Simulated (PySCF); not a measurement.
# Working out the ionisation energy of K⁺

K⁺ [Ar] (1S) → K²⁺ [Ne] 3s2 3p5 (2P). Calculation: PySCF 2.14, in 6-31G* (5s4p3d, 32 functions); the non-relativistic Hamiltonian (point nucleus). Frozen: [Ne] 3s2. Energies in hartree (1 hartree = 27.21139 eV):

```tsv
part	K⁺ (lower)	K²⁺ (upper)
UHF	-598.971673	-597.814092
CCSD correlation	-0.124329	-0.088882
(T)	-0.000056	-0.000033
```

Q: What does Hartree-Fock give?

A: (-597.814092) − (-598.971673) = 1.157581 hartree = 31.499 eV.

Q: What do CCSD and CCSD(T) give?

A: The CCSD correlation energies differ by 0.035447 hartree = 0.965 eV and the triples by 0.000023 hartree = 0.001 eV, so CCSD gives 32.464 eV and CCSD(T) 32.465 eV.

Reference: 31.625 eV (measured; NIST Atomic Spectra Database, ionization energies), between the lowest levels; spin-orbit coupling is absent from the calculation.

The calculation is non-relativistic.

What remains against the reference includes basis incompleteness, the frozen core and higher excitations.
